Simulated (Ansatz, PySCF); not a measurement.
This PySCF input computes a SVWN5/def2-TZVPD energy:

```python
from pyscf import gto, scf, dft

mol = gto.M(
    atom='''
    Te   -0.00000000   -0.00000000   -0.03158065
    H     0.00000000    0.00000000    1.64219355
    ''',
    basis='def2-tzvpd',
    ecp='def2-tzvp',
    charge=-1,
    spin=0,
    verbose=4,
)

mf = dft.RKS(mol, xc='svwn').density_fit(auxbasis='def2-universal-jkfit')
mf.grids.level = 3
mf.conv_tol = 1e-9
mf.max_cycle = 100
mf.max_memory = 1500
mf.kernel()
if not mf.converged:
    mf = mf.newton()
    mf.kernel(mf.make_rdm1())
mf.analyze()
```

Task: Write an input for the same energy in Ansatz (an electronic-structure program) and say what it gives.

Result: 
Ansatz 0.2 input:
```yaml
crystal:
  periodic: [false, false, false]
  atoms:
    - {symbol: Te, position_ang: [-0.00000000, -0.00000000, -0.03158065]}
    - {symbol: H, position_ang: [0.00000000, 0.00000000, 1.64219355]}
basis:
  gaussian:
    orbitals: def2-TZVPD
hamiltonian:
  xc: {name: SVWN5}
total_charge: -1
output: {forces: true}
```
It gives -268.28369 Eh, and PySCF -268.28374 Eh, a difference of 0.05 mEh, from the treatment of integrals and grids.

Whether it binds its extra electron was not tested at this geometry.
